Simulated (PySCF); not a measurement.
O2S, charge +1, doublet, geometry from GFN2-xTB (a state made from the parent by changing its charge; the spin is typed, not shown lowest); PBE0/6-31G* in PySCF.

Here is a job for PySCF.
```python
from pyscf import gto, scf, dft

mol = gto.Mole()
mol.atom = '''
    S     0.011647   -0.003457    0.315727
    O    -0.031562    1.262969   -0.301200
    O     0.008268   -1.256054   -0.330254
'''
mol.basis = '6-31g*'
mol.charge = 1
mol.spin = 1
mol.verbose = 4
mol.build()

mf = dft.UKS(mol)
mf.xc = 'pbe0'
mf.diis = False
mf.damp = 0.6
mf.diis_start_cycle = 200
mf.max_cycle = 150
mf.kernel()
```

### Question
What does PySCF print? Leave out banner, timings and long lists.

### Answer

```
PySCF version 2.14.0

[INPUT] verbose = 4
[INPUT] num. atoms = 3
[INPUT] num. electrons = 31
[INPUT] charge = 1
[INPUT] spin (= nelec alpha-beta = 2S) = 1
[INPUT] symmetry False subgroup None
[INPUT] Mole.unit = angstrom
[INPUT] Symbol           X                Y                Z      unit          X                Y                Z       unit  Magmom
[INPUT]  1 S      0.011647000000  -0.003457000000   0.315727000000 AA    0.022009640173  -0.006532783213   0.596637560131 Bohr   0.0
[INPUT]  2 O     -0.031562000000   1.262969000000  -0.301200000000 AA   -0.059643535944   2.386665513816  -0.569185508719 Bohr   0.0
[INPUT]  3 O      0.008268000000  -1.256054000000  -0.330254000000 AA    0.015624255598  -2.373598057664  -0.624089611542 Bohr   0.0

nuclear repulsion = 109.563112599884
number of shells = 20
number of NR pGTOs = 105
number of NR cGTOs = 46
basis = 6-31g*
ecp = {}

******** <class 'pyscf.dft.uks.UKS'> ********
method = UKS
initial guess = minao
damping factor = 0.6
level_shift factor = 0
DIIS disabled
SCF conv_tol = 1e-09
SCF conv_tol_grad = None
SCF max_cycles = 150
direct_scf = True
direct_scf_tol = 1e-13
number electrons alpha = 16  beta = 15
XC library pyscf.dft.libxc version 7.1.2
    S. Lehtola, C. Steigemann, M. J. T. Oliveira, and M. A. L. Marques,  SoftwareX 7, 1–5 (2018)
XC functionals = pbe0
    C. Adamo and V. Barone,  J. Chem. Phys. 110, 6158 (1999)
    M. Ernzerhof and G. E. Scuseria,  J. Chem. Phys. 110, 5029 (1999)
radial grids:
    Treutler-Ahlrichs [JCP 102, 346 (1995); DOI:10.1063/1.469408] (M4) radial grids

becke partition: Becke, JCP 88, 2547 (1988); DOI:10.1063/1.454033
pruning grids: <function nwchem_prune>
grids dens level: 3
symmetrized grids: False
atomic radii adjust function: <function treutler_atomic_radii_adjust>
small_rho_cutoff = 0
Set gradient conv threshold to 3.16228e-05
tot grids = 47048
init E= -549.064168785431

cycle= 1 E= -547.631343074053  delta_E= 1.43  |g|= 0.638  |ddm|= 1.84
cycle= 2 E= -547.811572204172  delta_E= -0.18  |g|= 0.192  |ddm|= 0.624
cycle= 3 E= -547.82541042108  delta_E= -0.0138  |g|= 0.0571  |ddm|= 0.139
cycle= 4 E= -547.827076964815  delta_E= -0.00167  |g|= 0.0274  |ddm|= 0.0566
cycle= 5 E= -547.827466238198  delta_E= -0.000389  |g|= 0.016  |ddm|= 0.0212
cycle= 6 E= -547.827613578634  delta_E= -0.000147  |g|= 0.0107  |ddm|= 0.0131
cycle= 7 E= -547.827681263087  delta_E= -6.77e-05  |g|= 0.00739  |ddm|= 0.00828
cycle= 8 E= -547.8277149098  delta_E= -3.36e-05  |g|= 0.00523  |ddm|= 0.00567
cycle= 9 E= -547.82773236045  delta_E= -1.75e-05  |g|= 0.00375  |ddm|= 0.00398
cycle= 10 E= -547.827741679943  delta_E= -9.32e-06  |g|= 0.00272  |ddm|= 0.00286
cycle= 11 E= -547.827746775968  delta_E= -5.1e-06  |g|= 0.00199  |ddm|= 0.00209
cycle= 12 E= -547.82774962052  delta_E= -2.84e-06  |g|= 0.00147  |ddm|= 0.00154
cycle= 13 E= -547.827751237986  delta_E= -1.62e-06  |g|= 0.0011  |ddm|= 0.00116
cycle= 14 E= -547.827752173272  delta_E= -9.35e-07  |g|= 0.000826  |ddm|= 0.000873
cycle= 15 E= -547.827752722358  delta_E= -5.49e-07  |g|= 0.000626  |ddm|= 0.000666
cycle= 16 E= -547.827753049138  delta_E= -3.27e-07  |g|= 0.000477  |ddm|= 0.000512
cycle= 17 E= -547.827753245994  delta_E= -1.97e-07  |g|= 0.000366  |ddm|= 0.000397
cycle= 18 E= -547.82775336586  delta_E= -1.2e-07  |g|= 0.000282  |ddm|= 0.000309
cycle= 19 E= -547.827753439538  delta_E= -7.37e-08  |g|= 0.000219  |ddm|= 0.000242
cycle= 20 E= -547.827753485195  delta_E= -4.57e-08  |g|= 0.000171  |ddm|= 0.000191
cycle= 21 E= -547.827753513696  delta_E= -2.85e-08  |g|= 0.000134  |ddm|= 0.00015
cycle= 22 E= -547.827753531593  delta_E= -1.79e-08  |g|= 0.000105  |ddm|= 0.000119
cycle= 23 E= -547.827753542893  delta_E= -1.13e-08  |g|= 8.3e-05  |ddm|= 9.47e-05
cycle= 24 E= -547.827753550058  delta_E= -7.17e-09  |g|= 6.56e-05  |ddm|= 7.54e-05
cycle= 25 E= -547.82775355462  delta_E= -4.56e-09  |g|= 5.21e-05  |ddm|= 6.01e-05
cycle= 26 E= -547.827753557535  delta_E= -2.92e-09  |g|= 4.14e-05  |ddm|= 4.8e-05
cycle= 27 E= -547.827753559403  delta_E= -1.87e-09  |g|= 3.3e-05  |ddm|= 3.84e-05
cycle= 28 E= -547.827753560605  delta_E= -1.2e-09  |g|= 2.64e-05  |ddm|= 3.08e-05
cycle= 29 E= -547.827753561377  delta_E= -7.72e-10  |g|= 2.11e-05  |ddm|= 2.47e-05
Extra cycle  E= -547.827753562422  delta_E= -1.05e-09  |g|= 1.06e-05  |ddm|= 4.95e-05
converged SCF energy = -547.827753562422  <S^2> = 0.75727317  2S+1 = 2.00726
```
